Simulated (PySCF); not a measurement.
AlEt2Cl, C₄H₁₀AlCl.
Bonds: Al1–C2, Al1–C9, Al1–Cl16, C2–C3, C9–C10. Hydrogens: H4, H5 on C2; H6, H7, H8 on C3; H11, H12 on C9; H13, H14, H15 on C10.

Lines to be assigned: C 1s: 289.87 (area 2), 290.61 (area 2) eV; Al 1s: 1566.91 eV; Cl 1s: 2827.83 eV; Cl 2p3/2: 205.24 eV.

Computed, not measured: delta-SCF UKS SCAN, pcX-2 on the ionised atom, pcseg-1 elsewhere, spin-free X2C (PySCF 2.14.0). Isolated species at its PBE0-D3(BJ)/def2-SVP geometry (one conformer only).

(1) Order the carbon atoms by C 1s binding energy.

Answers

(1) 289.87 eV: C2/C9 (carbon bonded to Al, C and 2 H); 290.61 eV: C3/C10 (carbon bonded to C and 3 H). The listed C 1s values span 0.74 eV, from C2/C9 (bonded to C, 2 H and Al) to C3/C10 (bonded to C and 3 H).

Bonded neighbours of each site: Al1: Cl and 2 C; C2/C9: C, 2 H and Al; C3/C10: C and 3 H; Cl16: Al.

**Question.** Give the binding energy of Al 1s of Al1 in hartree and in kJ/mol.

**Answer.** 1566.91 eV = 57.5829 Eh = 151184 kJ/mol.

One atom of each set of topologically equivalent atoms was ionised and stands for the set; in this conformer not all members are related by symmetry, and their own values weren't computed. Spin–orbit coupling isn't in the SCF: each 2p doublet comes from a relaxed spin-free hole plus a matrix of the shell (mean-field spin–orbit coupling and the ground-state 2p splitting), with 2p3/2 averaged over its two sublevels. 2p1/2 minus 2p3/2 (ligand field included): Cl 1.65 eV.

Hardware: one thread, Arm Neoverse V2 (aarch64), on a shared host. Cost: 38 s of wall time, 0.64 GiB resident at most.
